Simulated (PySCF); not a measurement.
C4H12O3Sn, SMILES [O]([Sn]([CH3])([O]C)[O]C)C (GFN2-xTB optimised geometry):

```
20

C     -0.938    -1.107    -2.889
O     -0.964    -1.596    -1.576
Sn    -0.012    -0.710     0.000
C      2.187    -0.710     0.000
O     -0.865    -1.606     1.586
C     -1.606    -2.802     1.550
O     -0.510     1.242     0.000
C     -1.787     1.757     0.270
H     -1.188    -0.045    -2.947
H      0.035    -1.266    -3.363
H     -1.693    -1.674    -3.439
H      2.528    -1.512    -0.646
H      2.513    -0.869     1.021
H      2.512     0.257    -0.365
H     -2.291    -2.844     0.702
H     -2.187    -2.823     2.475
H     -0.948    -3.673     1.519
H     -2.528     1.430    -0.465
H     -1.690     2.844     0.212
H     -2.134     1.487     1.270
```

Level of theory: PBE0/def2-SVP, def2 effective core potentials past Kr run with PySCF.

Task: What are the frontier orbital energies and the dipole moment?

Result: HOMO-2 -7.41 eV, HOMO-1 -7.32 eV, HOMO -7.30 eV, LUMO -0.99 eV, LUMO+1 0.93 eV; dipole moment 1.61 D.

On the same geometry PBE/def2-SVP, def2 effective core potentials past Kr in PySCF 2.14.0 gives HOMO-2 -5.73 eV, HOMO-1 -5.71 eV, HOMO -5.67 eV, LUMO -1.93 eV, LUMO+1 0.08 eV; dipole moment 1.47 D.
